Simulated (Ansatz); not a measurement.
Input for Ansatz (a first-principles code): R-PBE/def2-TZVPPD on aminoborane (SMILES BN) with ghost functions. Files ending in .json are basis or fitting sets from the Basis Set Exchange.

Ansatz 0.2 input:
```yaml
crystal:
  periodic: [false, false, false]
  atoms:
    - {symbol: B, position_ang: [0.56177470, -0.49259856, -0.14923002]}
    - {symbol: N, position_ang: [-0.51177674, 0.25759647, 0.29739012]}
    - {symbol: H, position_ang: [0.74411189, -0.63784602, -1.31991371]}
    - {symbol: H, position_ang: [1.29521280, -0.98582168, 0.65819076]}
    - {symbol: H, position_ang: [-0.69782859, 0.40530084, 1.28115276]}
    - {symbol: H, position_ang: [-1.16605292, 0.70457595, -0.32372215]}
basis:
  gaussian:
    orbitals: def2-TZVPPD.json
    ghost_atoms:
      - {symbol: O, position_ang: [-0.19241228, 0.15656840, 3.31437665]}
      - {symbol: H, position_ang: [0.75988181, 0.17674306, 3.16463062]}
      - {symbol: H, position_ang: [-0.38971265, -0.75697179, 3.54881337]}
hamiltonian:
  xc: {name: PBE}
scf: {lower_state_search: off}
```

The log:

```
WARN ansatz: RAYON_NUM_THREADS=1 ignored (pool sized by the plan → 1); use --threads N
Functional definition: PBE
these checks for a lower state are left out or cut short: stability, starts, cluster_reference, orbital_swaps, neighbouring_geometries, increment
integrals: 0.08 GiB planned
866 factors; their error is unknown
mean field: 0.81 GiB planned
mean field evaluation 1: about -2221.5422 eV, gradient 6.5e1 eV
mean field evaluation 2: about -2197.7448 eV, gradient 1.1e2 eV
mean field evaluation 4: about -2229.8159 eV, gradient 8.7e0 eV
mean field evaluation 8: about -2230.0359 eV, gradient 1.2e-2 eV
mean field evaluation 16: about -2230.0256 eV, gradient 7.5e-6 eV
mean field -2230.02563671 eV, -81.9519305834 hartree, gradient 7.5e-6 eV, S^2 0.000000; 0 other end points of the search recorded, 0 dependent functions left out
reference -2230.02568271 eV, -81.9519322739 hartree; 8, 8 occupied and 208, 208 virtual orbitals, 866 factors
Total energy: -2230.02568271 eV, -81.9519322739 hartree
Checks for a lower state left out: stability, starts, cluster_reference, orbital_swaps, neighbouring_geometries, increment
```

The run converged.

Cost: about 1.6 core-seconds (a rough figure).
